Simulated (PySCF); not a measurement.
Dipole moment and polarisability of `N#C[C@H]1CCCOC1`

C₆H₉NO.
Cartesian coordinates in Å at the GFN2-xTB level; atoms count from 1:
```xyz
17
C6H9NO angstrom
N      3.4775    0.2824    0.6596
C      2.4262    0.2463    0.2114
C      1.0919    0.1917   -0.3287
C      0.3760   -1.0959    0.1108
C     -1.0640   -1.0553   -0.3961
C     -1.7374    0.2324    0.0803
O     -1.0346    1.3766   -0.3535
C      0.2745    1.4104    0.1486
H      1.1563    0.2188   -1.4234
H      0.8986   -1.9701   -0.2821
H      0.3834   -1.1575    1.2026
H     -1.0700   -1.0763   -1.4879
H     -1.6214   -1.9177   -0.0297
H     -1.8035    0.2306    1.1799
H     -2.7422    0.3276   -0.3353
H      0.7174    2.3396   -0.2167
H      0.2642    1.4283    1.2505
```

Level: B3LYP/def2-SVPD (PySCF), static field, nuclei fixed, core orbitals frozen in the response. The polarisability tensor in these axes (au):

```
x   92.53  2.87  5.52
y    2.87 70.66  0.99
z    5.52  0.99 64.91
```

What are the eigenvalues, a third of the trace, and Δα (Δα² = ½Σ(αi − αj)² over the three pairs)?

Principal values 63.82, 70.30 and 93.99 au; mean 76.04 au = 11.27 Å³ = 12.54 × 10⁻⁴⁰ C²·m²/J; Δα = 27.50 au (36 % of the mean).

What is the dipole moment, and where does it point?

(-3.50, -1.42, -0.73) D, 3.85 D in size, pointing from the negative to the positive side. Measured along this direction, the outermost atoms are N1 at the negative end and H15 at the positive end.

Rayleigh depolarisation ratio (linearly polarised light, static tensor)?

ρ = 3Δα²/(45ᾱ² + 4Δα²) = 2269.4/(260165 + 3025.9) = 0.00862.

Molar refractivity from α?

Lorentz–Lorenz: R = (4π/3)N_A α = 2.5225 cm³/(mol·Å³) × 11.27 Å³ = 28.4 cm³/mol, in the limit of long wavelengths.

Orientational against electronic polarisability at 500 K (dilute gas, rigid molecules)?

In Gaussian units μ²/3kT = 71.43 Å³ against 11.27 Å³, a ratio of 6.34; the Debye molar polarisation (4π/3)N_A(α + μ²/3kT) is 208.6 cm³/mol, leaving out the vibrational part.

What are the principal values of the traceless quadrupole moment, Θ = ½Σq(3rr − r²1), about the centre of nuclear charge?

-18.22, 8.20, 10.02 D·Å. The values depend on the origin, since the dipole doesn't vanish. The electronic extent ⟨r²⟩ about the same centre is 996 bohr², a root-mean-square distance of 2.16 Å for the 60 electrons.

Along which axes do the principal values lie, and how far do the nuclei extend along each?

Largest value along (0.97, 0.13, 0.19), where the nuclei span 6.24 Å; middle along (-0.14, 0.99, 0.04), 4.29 Å; least along (-0.18, -0.07, 0.98), 3.09 Å. The response follows the extents in order.

The structure is a single GFN2-xTB conformer in the gas phase; no vibrational or solvent corrections.
